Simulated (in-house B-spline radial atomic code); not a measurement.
## RPA and G0W0 on PBE: Cd

Configuration [Kr] 4d10 5s2, mean-field start PBE. Computed with a B-spline radial code for spherical atoms: all electrons, non-relativistic, point nucleus, each spin shell either full or empty, empty states to l = 9 with an (l + 1/2)⁻⁴ tail; G0W0 by contour deformation at full frequency.

Without relativity these are model numbers: it shifts the levels of so heavy an element strongly and can reorder them.

Command:
```bash
python run_gw.py task.json out
```
Settings (radii: box in bohr, nucleus in fm):
```
Z                        48
electrons                48
configuration            [Kr] 4d10 5s2
hamiltonian              nr
method                   pbe,pbe
lmax                     9
spin_polarised           False
box_radius               40
intervals                57
ion_configuration        [Kr] 4d10 5s1
```

Cost of the run: 11 s on 1 thread of Arm Neoverse N1 (shared host).

Energies (hartree):

```
                                     term        value
                         mean-field total  -5467.05156
Hartree-Fock functional on these orbitals  -5465.09389
                      direct second order       -4.339
                    second-order exchange       1.1947
                         SOSEX correction       1.0824
```

Task: What is the RPA correlation energy, and what remains with SOSEX?

Result: RPA gives -3.6933 hartree (-2.09 eV per electron); RPA + SOSEX gives -2.6109, and the second-order doubles -3.1443 hartree (no singles). SOSEX takes back 29 % of the RPA value.

Quasi-particle levels (eV):

```tsv
level	occupied	mean field	Σx - vxc	Σc	QP weight	G0W0
5s	yes	-5.279	-1.89	?	?	?
5p	no	-1.287	2.79	-1.05	0.898	0.455
```

G0W0 = mean field + (Σx - vxc) + Σc, with Σc (partial-wave tail included) taken at the quasi-particle energy. Only the outer levels were computed. Levels of low weight are left out. An empty level above zero is unbound and depends on the box.

Task: Where does G0W0 put 5s?

Result: At -8.474 eV, with Σc = -1.31 eV and a quasi-particle weight of 0.802. The tabulated removal energy is 8.994 eV (NIST, measured); the calculation leaves out relativity, Breit and QED terms, and what these don't explain is the method's own error.

Task: What does it cost to remove one electron (to [Kr] 4d10 5s1) by differences of total energies, each species on its own start (correlation terms add to the Hartree-Fock functional)?

Result: PBE 8.507 eV, Hartree-Fock functional 6.791 eV, + RPA 8.830 eV, + RPA + SOSEX 8.345 eV, + second order 9.937 eV. Tabulated: 8.994 eV (NIST, measured); the calculation leaves out relativity, Breit and QED terms, and what these don't explain is the method's own error.
